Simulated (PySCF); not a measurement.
**First-order multiplets**

Geometry:
```
atom   x (Å)   y (Å)   z (Å)
  C1   2.842  -0.198   0.002
  C2   1.543  -0.108   0.001
  C3   0.222  -0.016   0.000
  C4  -0.581   1.069  -0.582
  C5  -1.885   0.769  -0.362
  C6  -1.974  -0.502   0.358
  C7  -0.724  -0.980   0.580
  H8   3.376  -0.698  -0.815
  H9   3.439   0.223   0.819
 H10  -0.166   1.939  -1.088
 H11  -2.741   1.371  -0.668
 H12  -2.906  -0.979   0.664
 H13  -0.435  -1.899   1.087
```

[PySCF 2.14: PBE/pcSseg-2 with gauge-including orbitals; geometry: PBE0-D3(BJ)/def2-SVP; couplings computed with B3LYP/pcJ-1 (without the spin–dipole term); one conformer; non-relativistic; fast rotation and ring inversion assumed for equivalent nuclei; in vacuum]

Scale: ¹H and ¹³C against TMS (reference shieldings calculated alike).

Spectrometer: 800 MHz for ¹H. First-order analysis; couplings under 1 Hz (under 4 Hz in carbon signals) are ignored, and nearly equal couplings are merged; the smaller ones broaden or split the lines further.

(1) What pattern does H8/H9 show (¹H)?

(2) What pattern does C3 show in the proton-coupled ¹³C spectrum?

Results:

(1) A triplet at δ 5.37: 2.0 Hz to H11/H12 (2 × ¹H, 6 bonds away). Lines in Hz from the centre (relative intensity): +2.0 (1), +0.0 (2), -2.0 (1). The outer lines are 4.0 Hz apart, the sum of the couplings kept, or 0.005 ppm at this field.

(2) A triplet of quintets at δ 120.7: 12.3 Hz to H11/H12 (2 × ¹H, 3 bonds away), 8.4 Hz to H10/H13 and H8/H9 (4 × ¹H, 2 or 3 bonds away). Lines in Hz from the centre (relative intensity): +29.1 (1), +20.7 (4), +16.8 (2), +12.3 (6), +8.4 (8), +4.5 (1), +3.9 (4), +0.0 (12), -3.9 (4), -4.5 (1), -8.4 (8), -12.3 (6), -16.8 (2), -20.7 (4), -29.1 (1). The outer lines are 58.2 Hz apart, the sum of the couplings kept, or 0.289 ppm at this field.

Unscaled 3J(H,H) at this level run about 10 % above measured values.
